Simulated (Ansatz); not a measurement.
`CC[O][Ge]([CH3])([O]CC)[O]CC`, charge 0, multiplicity 1.

Give a relaxed structure at PBE0-D4/def2-TZVP (Ansatz). (Best estimate.)

The calculation gave: 
```xyz
29

C    -3.196   -0.863   -0.598
C    -2.299    0.124    0.108
O    -1.115   -0.538    0.510
Ge    0.246    0.408    1.145
C    -0.129    1.394    2.755
O     0.731    1.603   -0.065
C     1.157    1.199   -1.352
C     1.408    2.428   -2.190
O     1.522   -0.782    1.390
C     1.377   -2.152    1.060
C     1.617   -2.423   -0.407
H    -4.126   -0.381   -0.911
H    -3.443   -1.695    0.064
H    -2.699   -1.265   -1.483
H    -2.064    0.964   -0.560
H    -2.818    0.542    0.982
H    -0.826    2.204    2.543
H    -0.557    0.731    3.506
H     0.800    1.816    3.138
H     2.072    0.598   -1.275
H     0.395    0.567   -1.829
H     2.175    3.053   -1.729
H     0.496    3.021   -2.286
H     1.745    2.146   -3.191
H     2.114   -2.689    1.667
H     0.385   -2.518    1.347
H     1.580   -3.498   -0.605
H     0.852   -1.941   -1.020
H     2.598   -2.051   -0.712
```
This is one stationary point; other conformers may exist.
